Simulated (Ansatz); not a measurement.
Predict a relaxed structure of Na6Sb (the lowest doublet isomer of a short search), charge 0, doublet, at PBE-D4/def2-SVP (Ansatz).


```xyz
7

Sb   -0.0320   -0.0901   -0.4469
Na   -1.6259    0.0520    2.1632
Na   -2.6062    1.4259   -0.8172
Na    2.2827   -1.3545    1.0522
Na   -2.3140   -2.0578   -0.4579
Na    1.8699    1.9908    0.6834
Na    2.4255    0.0337   -2.1769
```
 This is one stationary point.

In the def2 sets Sb takes a core potential; there is no spin–orbit coupling. The relaxation made no stability test and no search for a lower SCF solution. The structure comes from a short search, and lower isomers may exist.
